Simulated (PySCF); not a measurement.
Working out the ionisation energy of Cr²⁺

Cr²⁺ [Ar] 3d4 (5D) → Cr³⁺ [Ar] 3d3 (4F). Calculation: PySCF 2.14, in 6-31G* (5s4p2d1f, 34 functions); no relativity, point nucleus. Frozen: [Ar]. Energies in hartree (1 hartree = 27.21139 eV):

```tsv
part	Cr²⁺ (lower)	Cr³⁺ (upper)
UHF	-1042.462518	-1041.356738
MP2 opposite-spin	0.000000	0.000000
MP2 same-spin	-0.024605	-0.008285
```

Task: What does Hartree-Fock give?

Result: (-1041.356738) − (-1042.462518) = 1.105780 hartree = 30.090 eV.

Task: What do MP2 and SCS-MP2 (6/5 opposite-spin, 1/3 same-spin) give?

Result: The opposite-spin parts differ by 0.000 eV and the same-spin parts by 0.444 eV. MP2: 30.090 + (0.000) + (0.444) = 30.534 eV. SCS-MP2: 30.090 + 1.2 × (0.000) + (0.444)/3 = 30.238 eV.

Reference: 30.959 ± 0.025 eV (measured; NIST Atomic Spectra Database, ionization energies), between the lowest levels; spin-orbit coupling is absent from the calculation.

The calculation is non-relativistic.

What remains against the reference includes basis incompleteness, the frozen core and correlation beyond second order.
